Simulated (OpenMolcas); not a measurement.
**What dynamic correlation does to the levels of Cl⁵⁺**

```json
{
  "Program": "OpenMolcas",
  "Basis": "ANO-L-VTZP [5s4p2d1f]",
  "Scalar Hamiltonian": "non-relativistic, point nucleus",
  "Active space": "2 electrons in 4 orbitals (3s 3p)",
  "State averaging": "2S+1 = 3 even, 3 roots; 2S+1 = 1 even, 7 roots; 2S+1 = 3 odd, 3 roots; 2S+1 = 1 odd, 3 roots",
  "Spin-orbit coupling": "RASSI with atomic mean-field integrals over the reference wave functions, term energies averaged over their components"
}
```

Methods on the same reference wave functions:
A. CASSCF
B. SS-CASPT2, IPEA 0.25 Eh, imaginary shift 0.1 Eh (closed shells correlated: 2s 2p)
C. MS-CASPT2, IPEA 0.25 Eh, imaginary shift 0.1 Eh (closed shells correlated: 2s 2p)

Energies in cm-1 above 3s2 1S0.

| Level | A | B | C |
| --- | --- | --- | --- |
| 3s2 1S0 | 0.0 | 0.0 | 0.0 |
| 3s 3p 3P* 0 | 95842 | 95621 | 95667 |
| 3s 3p 3P* 1 | 96355 | 96132 | 96178 |
| 3s 3p 3P* 2 | 97403 | 97181 | 97227 |
| 3s 3p 1P* 1 | 162077 | 151382 | 151428 |
| 3p2 3P0 | 232587 | 231905 | 231951 |
| 3p2 3P1 | 233134 | 232461 | 232507 |
| 3p2 3P2 | 234126 | 233318 | 233364 |
| 3p2 1D2 | 251252 | 236600 | 236646 |
| 3p2 1S0 | 288973 | 276400 | 276492 |

Between B and C the level of the table that moves most is 3p2 1S0, by 92 cm-1 (lowest in B, highest in C).

The lowest spin-free term lies below A's lowest term by 0.022 hartree in B, 0.022 hartree in C.

Over all roots computed the reference weight is 0.93 to 1.00 in B, 0.93 to 1.00 in C; the roots of lowest weight are the least certain, and an intruder state may touch them. The ¹D term of p² mixes with s d, which this space lacks. Only configurations of the active space appear.

* marks odd parity.
